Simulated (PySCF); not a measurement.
# Orbital levels and atomic charges

System: C21H15B (heteroacene and heterole-fused PAH), SMILES CB1C=Cc2cc3cc4ccc5ccccc5c4cc3cc21.

Cartesian coordinates (Å):
```
  1 C     5.2316    2.0589   -0.5070
  2 B     4.6982    0.6111   -0.2280
  3 C     5.5071   -0.6848    0.0745
  4 C     4.6499   -1.6929    0.3293
  5 C     3.2586   -1.2686    0.2414
  6 C     2.1308   -1.9952    0.4493
  7 C     0.8574   -1.3712    0.3142
  8 C    -0.3308   -2.0550    0.5425
  9 C    -1.5716   -1.4384    0.4123
 10 C    -2.7699   -2.1610    0.6893
 11 C    -3.9806   -1.5737    0.5825
 12 C    -4.1074   -0.2153    0.1636
 13 C    -5.3755    0.3707    0.0379
 14 C    -5.5138    1.6698   -0.3815
 15 C    -4.3782    2.4144   -0.6946
 16 C    -3.1259    1.8606   -0.5751
 17 C    -2.9498    0.5403   -0.1365
 18 C    -1.6481   -0.0727    0.0130
 19 C    -0.4552    0.6104   -0.2025
 20 C     0.7897    0.0039   -0.0561
 21 C     2.0013    0.7291   -0.2588
 22 C     3.2114    0.1283   -0.1104
 23 H     6.2340    2.0755   -0.9282
 24 H     5.2814    2.6004    0.4392
 25 H     4.5797    2.6378   -1.1574
 26 H     6.5767   -0.8309    0.1004
 27 H     4.9138   -2.7117    0.5744
 28 H     2.1717   -3.0418    0.7196
 29 H    -0.2930   -3.0945    0.8396
 30 H    -2.6760   -3.1929    0.9982
 31 H    -4.8857   -2.1219    0.8044
 32 H    -6.2471   -0.2237    0.2744
 33 H    -6.4938    2.1134   -0.4758
 34 H    -4.4850    3.4328   -1.0378
 35 H    -2.2693    2.4623   -0.8343
 36 H    -0.4674    1.6522   -0.4847
 37 H     1.9305    1.7739   -0.5314
```

Method: PBE0/def2-SVP, gas phase, PySCF, fitting set def2-universal-JFIT up to Ne and JKFIT beyond, grid level 1.

(1) Give the orbital energies near the gap.

(2) Give the partial charges of the non-hydrogen atoms.

Answers

(1) 
```csv
orbital,eV
HOMO-4,-8.34
HOMO-3,-7.42
HOMO-2,-7.17
HOMO-1,-6.22
HOMO,-5.95
LUMO,-2.25
LUMO+1,-1.72
LUMO+2,-0.88
LUMO+3,-0.16
```

(2) 
```
atom  Mulliken    IAO  Hirshfeld
  C1     -0.13  -0.57      -0.19
  B2     -0.01   0.25       0.16
  C3     -0.04  -0.28      -0.13
  C4      0.03  -0.08      -0.01
  C5     -0.01   0.01       0.00
  C6     -0.04  -0.15      -0.05
  C7      0.05   0.01       0.00
  C8     -0.07  -0.14      -0.05
  C9      0.02   0.00       0.00
 C10      0.00  -0.14      -0.05
 C11      0.00  -0.14      -0.05
 C12      0.00   0.00       0.00
 C13     -0.03  -0.14      -0.05
 C14      0.00  -0.15      -0.05
 C15      0.00  -0.14      -0.05
 C16     -0.05  -0.14      -0.05
 C17      0.06   0.00       0.00
 C18      0.09  -0.01       0.00
 C19     -0.08  -0.13      -0.04
 C20      0.04   0.00       0.00
 C21     -0.05  -0.10      -0.03
 C22      0.04  -0.13      -0.08
```
